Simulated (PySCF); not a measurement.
C₆H₁₈BN.
Bonds: B1–N2, N2–C3, N2–C4, N2–C5, C5–C6, C6–C7, C6–C8. Hydrogens: H9, H10, H11 on B1; H12, H13, H14 on C3; H15, H16, H17 on C4; H18, H19 on C5; H20 on C6; H21, H22, H23 on C7; H24, H25, H26 on C8.

Computed by this run: PySCF 2.14.0, PBE0-D3(BJ)/def2-SVP geometry optimisation, gas phase; density fitting, grid level 1; the optimiser is geomeTRIC in internal coordinates, started from a GFN2-xTB structure with every atom displaced at random (about 0.01 Å).

The end geometry, which sets the zero of energy:
```
atom  x, y, z in Å
B1     -1.6785    0.0826    1.3385
N2     -1.3536   -0.1775   -0.2506
C3     -2.3845   -1.0916   -0.7712
C4     -1.4323    1.0973   -0.9793
C5     -0.0306   -0.8391   -0.4298
C6      1.1968   -0.0223   -0.0091
C7      2.1652   -0.9072    0.7700
C8      1.8998    0.6352   -1.1936
H9     -2.8266    0.5117    1.3654
H10    -1.5616   -1.0103    1.8827
H11    -0.8764    0.9082    1.7535
H12    -3.3710   -0.6380   -0.6202
H13    -2.2177   -1.2911   -1.8425
H14    -2.3432   -2.0307   -0.2067
H15    -1.2418    0.9453   -2.0543
H16    -2.4344    1.5183   -0.8336
H17    -0.7029    1.8015   -0.5649
H18     0.0563   -1.1401   -1.4903
H19    -0.0947   -1.7570    0.1700
H20     0.8423    0.7569    0.6843
H21     1.6900   -1.3044    1.6794
H22     3.0587   -0.3407    1.0734
H23     2.5059   -1.7611    0.1602
H24     1.2308    1.2869   -1.7747
H25     2.7457    1.2517   -0.8530
H26     2.3025   -0.1261   -1.8828
```

**Question.** These geometries come from the run, each turned onto the end geometry. Order them by energy, lowest first.
A.
```
atom  x, y, z in Å
B1     -1.6386    0.0329    1.3632
N2     -1.3543   -0.1813   -0.2520
C3     -2.3899   -1.0883   -0.7739
C4     -1.4212    1.0921   -0.9666
C5     -0.0398   -0.8149   -0.4892
C6      1.1850    0.0068   -0.0245
C7      2.1322   -0.8825    0.8060
C8      1.9647    0.5945   -1.2161
H9     -2.8022    0.3995    1.4443
H10    -1.4611   -0.9910    1.9014
H11    -0.9407    0.9141    1.7631
H12    -3.3466   -0.6451   -0.6144
H13    -2.2446   -1.2782   -1.8404
H14    -2.3503   -2.0181   -0.2045
H15    -1.3148    0.9396   -2.0383
H16    -2.4403    1.5293   -0.7779
H17    -0.7147    1.8049   -0.5882
H18     0.0493   -1.0281   -1.5447
H19    -0.0589   -1.7614    0.0681
H20     0.8216    0.8193    0.6296
H21     1.5880   -1.2509    1.6763
H22     2.9938   -0.3297    1.1268
H23     2.4835   -1.7160    0.1976
H24     1.3082    1.2312   -1.8259
H25     2.8046    1.1730   -0.8576
H26     2.3310   -0.1932   -1.8410
```
B.
```
atom  x, y, z in Å
B1     -1.6519    0.0610    1.3459
N2     -1.3531   -0.1782   -0.2530
C3     -2.3894   -1.0897   -0.7673
C4     -1.4466    1.1049   -0.9652
C5     -0.0304   -0.8290   -0.4680
C6      1.1944   -0.0169   -0.0273
C7      2.1333   -0.8874    0.8016
C8      1.9285    0.6113   -1.2083
H9     -2.8140    0.4477    1.3980
H10    -1.4837   -1.0292    1.8806
H11    -0.8719    0.9140    1.7474
H12    -3.3736   -0.6308   -0.6180
H13    -2.2248   -1.2962   -1.8376
H14    -2.3514   -2.0261   -0.1977
H15    -1.2950    0.9622   -2.0476
H16    -2.4391    1.5329   -0.7799
H17    -0.6960    1.7984   -0.5706
H18     0.0454   -1.0872   -1.5405
H19    -0.0832   -1.7706    0.0949
H20     0.8289    0.7818    0.6377
H21     1.6234   -1.2679    1.6992
H22     3.0147   -0.3148    1.1283
H23     2.4960   -1.7522    0.2204
H24     1.2752    1.2615   -1.8098
H25     2.7753    1.2241   -0.8631
H26     2.3330   -0.1652   -1.8791
```
C.
```
atom  x, y, z in Å
B1     -1.6508    0.0781    1.3346
N2     -1.3515   -0.1770   -0.2512
C3     -2.3827   -1.0969   -0.7579
C4     -1.4638    1.1006   -0.9691
C5     -0.0266   -0.8169   -0.4723
C6      1.1995   -0.0125   -0.0215
C7      2.1270   -0.9012    0.7992
C8      1.9386    0.6147   -1.1981
H9     -2.8204    0.4278    1.3969
H10    -1.4483   -1.0061    1.8946
H11    -0.9048    0.9638    1.7315
H12    -3.3731   -0.6449   -0.5955
H13    -2.2308   -1.2963   -1.8319
H14    -2.3368   -2.0343   -0.1914
H15    -1.3128    0.9528   -2.0521
H16    -2.4570    1.5208   -0.7865
H17    -0.7178    1.8073   -0.5787
H18     0.0506   -1.0555   -1.5552
H19    -0.0760   -1.7704    0.0693
H20     0.8368    0.7843    0.6491
H21     1.6114   -1.2943    1.6879
H22     3.0144   -0.3379    1.1405
H23     2.4897   -1.7551    0.2014
H24     1.2975    1.2738   -1.8006
H25     2.8012    1.2081   -0.8509
H26     2.3309   -0.1742   -1.8711
```

**Answer.** B (0.002 eV), C (0.011 eV), A (0.210 eV).

In the order of the answer:

| step | E above end (eV) | largest force (eV/Å) | rms force component (eV/Å) | rms distance from end (Å) | rms bond change (Å) | bond most changed (Å) |
| --- | --- | --- | --- | --- | --- | --- |
| 5 | 0.002 | 0.03 | 0.006 | 0.050 | 0.000 | B1–N2 +0.001 |
| 1 | 0.011 | 0.34 | 0.090 | 0.061 | 0.004 | B1–H10 +0.011 |
| 0 | 0.210 | 2.11 | 0.545 | 0.077 | 0.021 | B1–H10 -0.056 |

The cost below is that of the whole optimisation. Hardware: an Arm Neoverse V2 with one thread, no GPU, shared host with 96 logical CPUs at a one-minute load of 35. Cost: 4.6 min wall, 0.97 GiB resident at most.
